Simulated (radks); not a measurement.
Values are calculated unless marked as measured or tabulated.
Fractional charge and spin in the 5s shell of antimony: the spin-up occupation runs from 0 to 1 and the spin-down occupation from 0 to 1; the fullest corner is Sb3+, [Kr] 4d10 5s(up 1, down 1). Code: a radial shooting solver on a logarithmic mesh with Libxc functionals. Model: scalar-relativistic Kohn-Sham, r2SCAN, spin-polarised, spherical densities, finite nucleus; meta-GGA in the generalised Kohn-Sham scheme; Fermi nuclear charge, rms radius of each element as measured or else 0.836 A^(1/3) + 0.57 fm. Energy (eV) above the fullest corner. The planes named below are the two flat planes that join the four corners, with an edge along up + down = one added electron.

down \ up,0,0.5,1
0,98.657,69.917,43.502
0.5,69.917,44.151,20.647
1,43.502,20.647,0.000

Corners above the fullest one (they belong to Sb4+ and the next ion): (up 1, down 0) 43.502 eV, (up 0, down 1) 43.502 eV, (up 0, down 0) 98.657 eV. With half an added electron in each spin the energy lies 0.649 eV from the planes (fractional-spin error, the static-correlation error of a stretched bond), and with half an added electron in spin up alone -1.163 eV (fractional-charge error). For a frontier s shell over closed shells the exact functional lies on the planes.
